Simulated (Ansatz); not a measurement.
**Abstraction of F: GeH3F + CH3O → GeH3 + CH3FO**

Species: GeH3F (fluorogermane) `[F][GeH3]`, singlet; CH3O (hydroxymethyl radical) `[CH2]O`, doublet; GeH3 `[GeH3]`, doublet; CH3FO `OCF`, singlet. A radical takes F: the energy is the difference in strength between the Ge–F bond broken and the C–F bond made.

Shapes, held fixed at every level: PBE0-D4/def2-TZVP. Flexible molecules stand in one conformer, not always the lowest. Programs: Ansatz 0.2.0. The zero-point and thermal change to 298 K, harmonic and unscaled (PBE0-D4/def2-TZVP), is +6.1 kJ/mol.

(1) Estimate ΔH(298 K) of this reaction.

Answers

(1) The highest level, CCSD(T)/def2-TZVPP, gives ΔH(298 K) = +43.4 kJ/mol; the levels span +30.3 to +48.3. The column of differences is taken from that level and isn't an error. No measured value is set beside it here. Open shells run unrestricted unless RO is named. Relativity is left out for Ge unless named. Correlated rows may include outer-core shells of Ge, which these sets cover unevenly.

```json
{"level": "PBE-D4/def2-TZVPP", "kind": "GGA", "ΔH(298 K) (kJ/mol)": "+36.1", "less CCSD(T)/def2-TZVPP": "-7.3"}
{"level": "B2PLYP/def2-TZVPP", "kind": "double hybrid", "ΔH(298 K) (kJ/mol)": "+48.3", "less CCSD(T)/def2-TZVPP": "+4.9"}
{"level": "MP2/def2-SVP", "kind": "perturbation theory", "ΔH(298 K) (kJ/mol)": "+31.9", "less CCSD(T)/def2-TZVPP": "-11.5"}
{"level": "CCSD(T)/def2-SVP", "kind": "coupled cluster or CI", "ΔH(298 K) (kJ/mol)": "+30.3", "less CCSD(T)/def2-TZVPP": "-13.1"}
{"level": "CCSD/def2-SVP", "kind": "coupled cluster or CI", "ΔH(298 K) (kJ/mol)": "+32.0", "less CCSD(T)/def2-TZVPP": "-11.4"}
{"level": "CCSD/def2-TZVPP", "kind": "coupled cluster or CI", "ΔH(298 K) (kJ/mol)": "+45.0", "less CCSD(T)/def2-TZVPP": "+1.6"}
{"level": "CCSD(T)/def2-TZVPP", "kind": "coupled cluster or CI", "ΔH(298 K) (kJ/mol)": "+43.4", "less CCSD(T)/def2-TZVPP": "0.0"}
```
